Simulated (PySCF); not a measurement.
C6H9BO2.
Geometry (PBE0-D3(BJ)/def2-SVP, Å), atoms numbered from 1 in this order:
```
atom  x, y, z in Å
C1     3.042    0.656    0.587
C2     2.175   -0.048   -0.141
C3     1.061   -0.873    0.421
C4    -0.317   -0.415    0.034
O5    -1.221   -1.310    0.038
B6    -2.600   -0.993   -0.547
O7    -2.915    0.450   -0.150
C8    -1.961    1.287   -0.150
C9    -0.617    0.934   -0.209
H10    3.843    1.233    0.119
H11    2.987    0.675    1.681
H12    2.262   -0.041   -1.234
H13    1.101   -0.876    1.525
H14    1.143   -1.925    0.106
H15   -3.418   -1.731   -0.045
H16   -2.502   -1.027   -1.768
H17   -2.257    2.341   -0.034
H18    0.165    1.691   -0.190
```

Computed at PBE0/pcSseg-1 (PySCF, non-relativistic), with Q(17O) = −0.0256 b, Q(11B) = 0.04059 b: O5, 17O (I = 5/2): χzz = -7.289 MHz, η = 0.701; B6, 11B (I = 3/2): χzz = -2.694 MHz, η = 0.773; O7, 17O (I = 5/2): χzz = -7.061 MHz, η = 0.763.

Task: Where would the pure quadrupole (NQR) lines of 17O at O5 fall for the rigid, isolated species?

Result: From the eigenvalues of H = χ/[4I(2I − 1)] × [3Iz² − I(I + 1) + η(Ix² − Iy²)], steps between neighbouring levels, labelled as for η = 0: ±1/2↔±3/2 1.568 MHz, ±3/2↔±5/2 2.026 MHz (oxygen bonded to B and C).

Task: Find the zero-field quadrupole resonance frequencies of 11B at B6.

Result: From ν = (|χ|/2)√(1 + η²/3): ν = 1.475 MHz (four-coordinate boron).

Task: Find the zero-field quadrupole resonance frequencies of 17O at O7.

Result: From the eigenvalues of H = χ/[4I(2I − 1)] × [3Iz² − I(I + 1) + η(Ix² − Iy²)], steps between neighbouring levels, labelled as for η = 0: ±1/2↔±3/2 1.588 MHz, ±3/2↔±5/2 1.942 MHz (boron-bound oxygen).

In a crystal, neighbours and librations shift these lines. The basis is small and wasn't made for field gradients, so the couplings can be 20 % off.

One conformer stands for the species.
